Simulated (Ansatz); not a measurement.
Relaxation of RuO4(NH3) (RuNO₄H₃) with RKS PBE-D4/def2-SVP.

```sh
$ ansatz run in.yaml --threads 4 --pin off --events-out ev --progress --plain --max-ram 4787MiB
```

```yaml
crystal:
  periodic: [false, false, false]
  atoms:
    - {symbol: Ru, position_ang: [-0.000410, 0.002200, 1.213060]}
    - {symbol: O, position_ang: [-0.000940, 0.003180, 2.828580]}
    - {symbol: N, position_ang: [0.000540, -0.001830, -1.363560]}
    - {symbol: H, position_ang: [0.522680, -0.799460, -1.714190]}
    - {symbol: H, position_ang: [0.428560, 0.847070, -1.721060]}
    - {symbol: H, position_ang: [-0.950400, -0.057890, -1.716260]}
    - {symbol: O, position_ang: [1.569700, 0.005930, 0.825040]}
    - {symbol: O, position_ang: [-0.787670, 1.359890, 0.823340]}
    - {symbol: O, position_ang: [-0.782050, -1.359080, 0.825060]}
basis:
  gaussian: {orbitals: def2-SVP}
hamiltonian: {xc: pbe, dispersion: d4}
scf: {lower_state_search: "off"}
output: {orbitals: {seedname: orbitals}}
relax: {f_tol: 0.02, max_steps: 100}
```

It took 7 s on 4 threads of Arm Neoverse V1 on a shared host.

Positions (Å) and forces (eV/Å) at steps 1, 2, 3, 4, 5, 6 of 6:

```xyz
9
step=1 energy=-12291.9014 eV
Ru    0.000    0.002    1.213    0.026    0.011   -0.728
O    -0.001    0.003    2.829   -0.003    0.003    5.234
N     0.001   -0.002   -1.364   -0.003    0.000    0.504
H     0.523   -0.799   -1.714    0.239   -0.366   -0.238
H     0.429    0.847   -1.721    0.198    0.392   -0.241
H    -0.950   -0.058   -1.716   -0.435   -0.024   -0.239
O     1.570    0.006    0.825    5.232    0.010   -1.425
O    -0.788    1.360    0.823   -2.635    4.537   -1.437
O    -0.782   -1.359    0.825   -2.619   -4.562   -1.431
9
step=2 energy=-12292.7154 eV
Ru    0.000    0.002    1.260    0.001    0.004   -0.332
O    -0.001    0.005    2.937    0.000    0.002    1.073
N     0.000   -0.002   -1.407    0.002   -0.003    0.378
H     0.522   -0.805   -1.770    0.061   -0.092   -0.088
H     0.434    0.850   -1.773    0.051    0.100   -0.089
H    -0.956   -0.054   -1.773   -0.110   -0.005   -0.086
O     1.630    0.007    0.843    1.020    0.002   -0.286
O    -0.819    1.410    0.839   -0.516    0.884   -0.285
O    -0.810   -1.413    0.844   -0.509   -0.891   -0.284
9
step=3 energy=-12292.7673 eV
Ru   -0.002    0.002    1.223    0.030   -0.004   -0.336
O     0.001    0.005    2.919   -0.005    0.001    0.108
N     0.004   -0.003   -1.355   -0.023   -0.001    0.061
H     0.521   -0.807   -1.732    0.015   -0.025   -0.012
H     0.439    0.849   -1.730    0.014    0.028   -0.017
H    -0.954   -0.050   -1.724   -0.030    0.000   -0.028
O     1.645    0.009    0.796    0.197    0.001    0.090
O    -0.834    1.424    0.798   -0.101    0.168    0.066
O    -0.820   -1.430    0.804   -0.098   -0.168    0.068
9
step=4 energy=-12292.7720 eV
Ru    0.006    0.001    1.203   -0.088    0.011   -0.009
O    -0.008    0.006    2.904    0.018   -0.002   -0.086
N    -0.011   -0.001   -1.347    0.086   -0.009    0.015
H     0.511   -0.809   -1.712   -0.008    0.012   -0.008
H     0.435    0.848   -1.719   -0.004   -0.010   -0.001
H    -0.962   -0.046   -1.738    0.011    0.000    0.047
O     1.670    0.011    0.817   -0.094   -0.002   -0.039
O    -0.830    1.433    0.793    0.039   -0.051    0.046
O    -0.812   -1.442    0.800    0.040    0.052    0.035
9
step=5 energy=-12292.7734 eV
Ru   -0.004    0.002    1.187    0.098   -0.006    0.075
O     0.001    0.004    2.889   -0.013    0.001   -0.077
N     0.009   -0.003   -1.333   -0.080    0.001   -0.048
H     0.518   -0.811   -1.717   -0.014    0.012    0.036
H     0.445    0.846   -1.717   -0.009   -0.010    0.029
H    -0.954   -0.045   -1.694    0.042    0.001   -0.003
O     1.658    0.013    0.790   -0.089    0.001    0.036
O    -0.846    1.437    0.796    0.034   -0.071   -0.027
O    -0.827   -1.444    0.800    0.031    0.070   -0.021
9
step=6 energy=-12292.7748 eV
Ru    0.000    0.002    1.188    0.000   -0.001   -0.007
O    -0.001    0.005    2.888    0.000    0.000    0.005
N     0.001   -0.002   -1.334    0.000    0.000    0.002
H     0.513   -0.812   -1.706    0.002   -0.004    0.000
H     0.445    0.846   -1.709    0.002    0.004    0.000
H    -0.957   -0.043   -1.705   -0.005    0.000   -0.003
O     1.660    0.014    0.793   -0.001    0.000    0.001
O    -0.841    1.433    0.790    0.001   -0.002    0.000
O    -0.819   -1.443    0.795    0.002    0.002    0.001
```

In the def2 sets Ru takes a core potential; there is no spin–orbit coupling. The restricted singlet is unstable towards broken spin symmetry at other levels; at PBE-D4/def2-SVP this wasn't settled.
